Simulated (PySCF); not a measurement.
## Orbital picture of NaTl⁺

TPSSh at R = 3.619 Å; PySCF, scalar-relativistic core potentials, basis sets Na aug-cc-pVDZ, Tl aug-cc-pVDZ-PP with ECP60. State: ²Σ⁺ (doublet), unpaired electrons σ ↑. Only the outer orbitals are listed, counted within each symmetry, core potentials removing the inner ones.

| spin | orbital | occ. | ε (eV) | on Na (%) | main shells (%) |
| --- | --- | --- | --- | --- | --- |
| α | 1δ | 1 | -21.19 | 0 | 100 Tl d |
| α | 1δ | 1 | -21.19 | 0 | 100 Tl d |
| α | 3π | 1 | -21.04 | 0 | 100 Tl d |
| α | 3π | 1 | -21.04 | 0 | 100 Tl d |
| α | 6σ | 1 | -21.00 | 0 | 100 Tl d |
| α | 7σ | 1 | -14.59 | 2 | 98 Tl s |
| α | 8σ | 1 | -8.06 | 41 | 56 Tl p, 32 Na s |
| α | 4π | 0 | -6.24 | 6 | 94 Tl p |
| α | 4π | 0 | -6.24 | 6 | 94 Tl p |
| α | 9σ | 0 | -5.37 | 81 | 73 Na s, 22 Tl p |
| β | 1δ | 1 | -21.17 | 0 | 100 Tl d |
| β | 1δ | 1 | -21.17 | 0 | 100 Tl d |
| β | 3π | 1 | -20.95 | 0 | 100 Tl d |
| β | 3π | 1 | -20.95 | 0 | 100 Tl d |
| β | 6σ | 1 | -20.88 | 0 | 100 Tl d |
| β | 7σ | 1 | -14.12 | 2 | 98 Tl s |
| β | 8σ | 0 | -6.73 | 54 | 47 Na s, 44 Tl p |
| β | 4π | 0 | -6.03 | 3 | 96 Tl p |
| β | 4π | 0 | -6.03 | 3 | 96 Tl p |

Task: Which are the highest filled and the lowest empty level, where do they sit, and how wide is the gap?

Result: Highest filled α 8σ at -8.06 eV (in %: 56 Tl p, 32 Na s); lowest empty β 8σ at -6.73 eV (in %: 47 Na s, 44 Tl p); the gap at TPSSh is 1.33 eV.

The bond order (Mayer) is 0.52. The ⟨S²⟩ is 0.751 and the charge on Na (Mulliken, basis-dependent) is 0.54. The charge on Na (Löwdin, basis-dependent) is 0.56 and the dipole moment (positive dipole points towards Tl; it is taken about the centre of mass and depends on that origin) is -9.08 D.

These are scalar-relativistic numbers at best; spin–orbit coupling would shift them, the dissociation energy most. The state was picked by a PBE0 search and need not be the measured ground state.
